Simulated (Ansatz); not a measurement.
Basis-set extrapolation for CH3AlOS2 (`[SH][Al]1[O]C[S]1`) (PBE0-D4/def2-TZVP geometry, frozen core, Ansatz 0.2.0). Multiplicity 1, RHF reference.

```json
{"": "HF", "def2-TZVPP": "-1151.653850", "def2-QZVPP": "-1151.688192"}
{"": "MP2 correlation", "def2-TZVPP": "-0.817300", "def2-QZVPP": "-0.884527"}
{"": "CCSD(T) correlation", "def2-TZVPP": "-0.897390", "def2-QZVPP": "not run"}
```

Energies in hartree. Use E(X) = E(∞) + A·exp(−7.88·√X) for Hartree–Fock and E(X) = E(∞) + B·X^(−2.97) for correlation, with X = 3 and 4, and add CCSD(T) minus MP2 of the smaller set to the MP2 limit.

**Question.** What is the CCSD(T) energy at the basis-set limit?

**Answer.** HF limit: -1151.688192 + (-0.034342) × 0.13774 = -1151.69292. MP2 limit: -0.884527 + (-0.067227) × 0.74074 = -0.93432. Higher-order term: -0.897390 − (-0.817300) = -0.08009. Total: -1152.70733 hartree, 409.8 kJ/mol below CCSD(T)/def2-TZVPP.
